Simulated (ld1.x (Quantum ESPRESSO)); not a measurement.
# u(r) = r·R(r): atom against pseudo-atom (Al (Z = 13))

Columns: radius, all-electron u(r) and pseudo u(r) of the 2s shell (level -107.50 eV) of aluminium in the configuration [He] 2s2 2p6 3s2 3p1; LDA (PZ), scalar-relativistic, TM scheme, ld1.x (Quantum ESPRESSO) 7.5.

```json
{"r (bohr)": "0.047", "all-electron": "0.5752", "pseudo": "-0.1782"}
{"r (bohr)": "0.095", "all-electron": "0.5030", "pseudo": "-0.3563"}
{"r (bohr)": "0.142", "all-electron": "0.1845", "pseudo": "-0.5231"}
{"r (bohr)": "0.190", "all-electron": "-0.1984", "pseudo": "-0.6822"}
{"r (bohr)": "0.237", "all-electron": "-0.5431", "pseudo": "-0.8235"}
{"r (bohr)": "0.285", "all-electron": "-0.8294", "pseudo": "-0.9499"}
{"r (bohr)": "0.332", "all-electron": "-1.0377", "pseudo": "-1.0537"}
{"r (bohr)": "0.380", "all-electron": "-1.1815", "pseudo": "-1.1371"}
{"r (bohr)": "0.427", "all-electron": "-1.2645", "pseudo": "-1.1953"}
{"r (bohr)": "0.475", "all-electron": "-1.3016", "pseudo": "-1.2303"}
{"r (bohr)": "0.522", "all-electron": "-1.3017", "pseudo": "-1.2409"}
{"r (bohr)": "0.570", "all-electron": "-1.2742", "pseudo": "-1.2293"}
{"r (bohr)": "0.617", "all-electron": "-1.2279", "pseudo": "-1.1984"}
{"r (bohr)": "0.665", "all-electron": "-1.1672", "pseudo": "-1.1504"}
{"r (bohr)": "0.712", "all-electron": "-1.0994", "pseudo": "-1.0911"}
{"r (bohr)": "0.760", "all-electron": "-1.0255", "pseudo": "-1.0222"}
{"r (bohr)": "0.807", "all-electron": "-0.9513", "pseudo": "-0.9503"}
{"r (bohr)": "0.855", "all-electron": "-0.8758", "pseudo": "-0.8756"}
{"r (bohr)": "0.902", "all-electron": "-0.8037", "pseudo": "-0.8037"}
{"r (bohr)": "0.950", "all-electron": "-0.7330", "pseudo": "-0.7330"}
{"r (bohr)": "0.997", "all-electron": "-0.6673", "pseudo": "-0.6673"}
{"r (bohr)": "1.045", "all-electron": "-0.6044", "pseudo": "-0.6044"}
{"r (bohr)": "1.092", "all-electron": "-0.5470", "pseudo": "-0.5470"}
{"r (bohr)": "1.140", "all-electron": "-0.4927", "pseudo": "-0.4927"}
{"r (bohr)": "1.187", "all-electron": "-0.4438", "pseudo": "-0.4438"}
{"r (bohr)": "1.235", "all-electron": "-0.3981", "pseudo": "-0.3981"}
```

**Question.** How many radial nodes do the two functions have?

**Answer.** The all-electron 2s function has n − l − 1 = 1; the pseudo-wave has 0, since the states of the same l below it are removed with the core.

**Question.** At about which radius was the pseudo-wave matched?

**Answer.** 0.95 bohr. The columns agree to 0.0005 from 0.85 bohr on; several derivatives are matched, so the curves merge somewhat inside the radius.

**Question.** Where does each function peak?

**Answer.** Outermost all-electron maximum near 0.52 bohr, pseudo maximum near 0.52 bohr (to the table’s step).

**Question.** Is the pseudo-wave norm-conserving?

**Answer.** Yes: the TM scheme keeps the norm inside the radius equal to the all-electron one, which fixes the energy derivative of the logarithmic derivative at the level.
